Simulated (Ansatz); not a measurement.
`BCB(C)F`. Total charge 0; spin multiplicity 1. The geometry is a stationary point of PBE0-D4/def2-TZVP. It is one conformer, not always the lowest.

```xyz
12

B     0.519   -1.624   -0.696
C     0.805   -0.111   -0.835
B     0.324    0.590    0.490
C    -1.154    0.970    0.817
F     1.258    0.894    1.393
H     1.394   -2.402   -0.452
H    -0.603   -2.036   -0.785
H     0.157    0.300   -1.620
H     1.856    0.119   -1.015
H    -1.884    0.438    0.205
H    -1.386    0.820    1.874
H    -1.286    2.042    0.623
```

Problem. What is the dipole moment at ωB97M-V/def2-TZVPP? (An estimate is asked.)

Solution. The calculation gave: 1.37 D, with components (-0.89, 0.56, -0.88) D in this frame, pointing from negative to positive charge.

Problem. And with PBE, r2SCAN, B3LYP? (An estimate is asked.)

Solution. The calculation gave: PBE 1.37 D, r2SCAN 1.40 D, B3LYP 1.39 D.

Problem. Give the Mulliken charges with ωB97M-V, r2SCAN, B3LYP in def2-TZVPP. (Estimate.)

Solution. Ansatz gave: 
```tsv
atom	ωB97M-V	r2SCAN	B3LYP
B1	-0.18	-0.04	-0.12
C2	-0.23	-0.16	-0.19
B3	0.27	0.33	0.28
C4	-0.36	-0.26	-0.33
F5	-0.24	-0.26	-0.25
H6	0.08	0.01	0.04
H7	0.07	0.00	0.03
H8	0.12	0.09	0.11
H9	0.12	0.08	0.10
H10	0.11	0.07	0.10
H11	0.12	0.08	0.11
H12	0.12	0.08	0.10
```

B3LYP here is the variant with VWN-RPA as its local correlation; programs differ in this.
